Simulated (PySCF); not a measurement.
# Computed records: BGeH7OSi, BGeH6NSi

All values are calculated (PySCF 2.14.0). Calculation on a computer-drawn molecule: the log of a Hartree-Fock and frozen-core CCSD(T) single point meant for a local Hartree-Fock minimum, with one planted fault or none, to be diagnosed. Offsets are logged minus clean, where the clean run is the same molecule without the fault. The reference is restricted for singlets and unrestricted otherwise, and also for a bond in bohr or an excited solution. Adding or removing an electron swaps singlet and doublet. The excited solution moves the top pair (singlet) or top alpha electron (doublet) to the lowest empty orbital. Highest occupied and lowest empty are orbital energies over both spins, largest force is the largest gradient component, triples share is (T) over the correlation energy, the T1 limit is 0.02 restricted and 0.045 unrestricted, electrons count all cores, a negative frequency is imaginary (commonest isotopes), and the dipole is about the centre of nuclear charge; on germanium a core potential holds 10 electrons, which the energies leave out, and 3d is frozen in MP2 and coupled-cluster steps.

Common to all runs: meant charge 0; meant multiplicity 1; meant basis cc-pV(D+d)Z; meant basis and core potential on germanium cc-pVDZ-PP ECP10MDF; logged SCF converged yes; possible faults no fault, one electron removed, one electron added, multiplicity raised by two, geometry at a saddle point, SCF held on an excited solution, minimal basis STO-3G, one bond length entered in bohr, all coordinates scaled.

(1) 
```xyz
11
formula=BGeH7OSi logged_electrons=66 logged_basis_functions=109 logged_spin_squared=2.0225 logged_highest_occupied=-6.9972 logged_lowest_empty=-1.5225 logged_largest_force=0.047039 logged_T1_diagnostic=0.021172 logged_D1_diagnostic=0.10676 logged_triples_share=0.025897 logged_CC_converged=yes logged_dipole_magnitude=3.5824 logged_SCF_stable_within_its_kind=yes logged_energy_HF=-685.79322 logged_energy_CCSD(T)=-686.33143 planted_fault=multiplicity_raised_by_two HF_energy_offset_from_clean_run=81.84 CCSD(T)_energy_offset_from_clean_run=84.78
B     -0.9788    -2.6503     0.2442
Si    -1.7856    -1.0809    -0.7717
Ge    -0.8208     0.7288     0.4867
O      0.1064    -0.2696     1.6682
H     -1.5477    -3.1283     1.1838
H      0.0776    -3.1117    -0.0813
H     -3.2666    -1.0085    -0.7139
H     -1.3706    -0.9910    -2.1935
H      0.1626     1.6361    -0.2670
H     -1.8019     1.6207     1.2613
H      0.6145     0.1932     2.3185
```

Units: logged_highest_occupied, logged_lowest_empty in eV; logged_largest_force in hartree/bohr; logged_dipole_magnitude in debye; logged_energy_HF, logged_energy_CCSD(T) in hartree; HF_energy_offset_from_clean_run, CCSD(T)_energy_offset_from_clean_run in kcal/mol.

Drawn bonds:
```csv
atom,other atom,order
1,2,1
2,3,1
3,4,1
1,5,1
1,6,1
2,7,1
2,8,1
3,9,1
3,10,1
4,11,1
```

(2) 
```xyz
11
formula=BGeH7OSi logged_electrons=67 logged_basis_functions=109 logged_spin_squared=0.7613 logged_highest_occupied=-0.39721 logged_lowest_empty=7.3609 logged_largest_force=0.03408 logged_T1_diagnostic=0.016234 logged_D1_diagnostic=0.072516 logged_triples_share=0.026385 logged_CC_converged=yes logged_dipole_magnitude=8.5598 logged_SCF_stable_within_its_kind=yes logged_energy_HF=-685.89849 logged_energy_CCSD(T)=-686.46565 planted_fault=one_electron_added HF_energy_offset_from_clean_run=15.78 CCSD(T)_energy_offset_from_clean_run=0.5464
B     -0.9788    -2.6503     0.2442
Si    -1.7856    -1.0809    -0.7717
Ge    -0.8208     0.7288     0.4867
O      0.1064    -0.2696     1.6682
H     -1.5477    -3.1283     1.1838
H      0.0776    -3.1117    -0.0813
H     -3.2666    -1.0085    -0.7139
H     -1.3706    -0.9910    -2.1935
H      0.1626     1.6361    -0.2670
H     -1.8019     1.6207     1.2613
H      0.6145     0.1932     2.3185
```

Units: logged_highest_occupied, logged_lowest_empty in eV; logged_largest_force in hartree/bohr; logged_dipole_magnitude in debye; logged_energy_HF, logged_energy_CCSD(T) in hartree; HF_energy_offset_from_clean_run, CCSD(T)_energy_offset_from_clean_run in kcal/mol.

Drawn bonds:
```csv
atom,other atom,order
1,2,1
2,3,1
3,4,1
1,5,1
1,6,1
2,7,1
2,8,1
3,9,1
3,10,1
4,11,1
```

(3) 
```xyz
10
formula=BGeH6NSi logged_electrons=64 logged_basis_functions=104 logged_spin_squared=0 logged_highest_occupied=-4.6335 logged_lowest_empty=-4.3523 logged_largest_force=0.18763 logged_CC_converged=no logged_dipole_magnitude=4.7709 logged_SCF_stable_within_its_kind=no logged_energy_HF=-664.46649 planted_fault=SCF_held_on_an_excited_solution HF_energy_offset_from_clean_run=239.4
B     -1.3900     2.1409    -0.7311
Si    -0.2965     0.8171     0.3573
Ge    -0.8112    -1.3862    -0.5025
N      0.0950    -2.3624    -1.5409
H     -0.9218     2.6994    -1.6817
H     -2.5425     2.3358    -0.4662
H     -0.6727     0.8083     1.7921
H      1.1684     0.9975     0.2330
H     -2.1607    -1.9666    -0.0781
H      0.9774    -1.9449    -1.8039
```

Units: logged_highest_occupied, logged_lowest_empty in eV; logged_largest_force in hartree/bohr; logged_dipole_magnitude in debye; logged_energy_HF in hartree; HF_energy_offset_from_clean_run in kcal/mol.

Drawn bonds:
```csv
atom,other atom,order
1,2,1
2,3,1
3,4,2
1,5,1
1,6,1
2,7,1
2,8,1
3,9,1
4,10,1
```

Notes: CCSD not converged.

(4) 
```xyz
10
formula=BGeH6NSi logged_electrons=64 logged_basis_functions=104 logged_spin_squared=2.0294 logged_highest_occupied=-6.7316 logged_lowest_empty=0.095958 logged_largest_force=0.096268 logged_T1_diagnostic=0.022483 logged_D1_diagnostic=0.1116 logged_triples_share=0.027234 logged_CC_converged=yes logged_dipole_magnitude=1.5133 logged_SCF_stable_within_its_kind=yes logged_energy_HF=-664.79828 logged_energy_CCSD(T)=-665.26824
B     -1.3900     2.1409    -0.7311
Si    -0.2965     0.8171     0.3573
Ge    -0.8112    -1.3862    -0.5025
N      0.0950    -2.3624    -1.5409
H     -0.9218     2.6994    -1.6817
H     -2.5425     2.3358    -0.4662
H     -0.6727     0.8083     1.7921
H      1.1684     0.9975     0.2330
H     -2.1607    -1.9666    -0.0781
H      0.9774    -1.9449    -1.8039
```

Units: logged_highest_occupied, logged_lowest_empty in eV; logged_largest_force in hartree/bohr; logged_dipole_magnitude in debye; logged_energy_HF, logged_energy_CCSD(T) in hartree.

Drawn bonds:
```csv
atom,other atom,order
1,2,1
2,3,1
3,4,2
1,5,1
1,6,1
2,7,1
2,8,1
3,9,1
4,10,1
```

**Q.** Which fault was planted in the run of BGeH6NSi (entry 4)?
**A.** multiplicity raised by two

Further results for BGeH6NSi (entry 4):

```
HF energy offset from clean run      : 31.2 kcal/mol
CCSD(T) energy offset from clean run : 65.87 kcal/mol
```
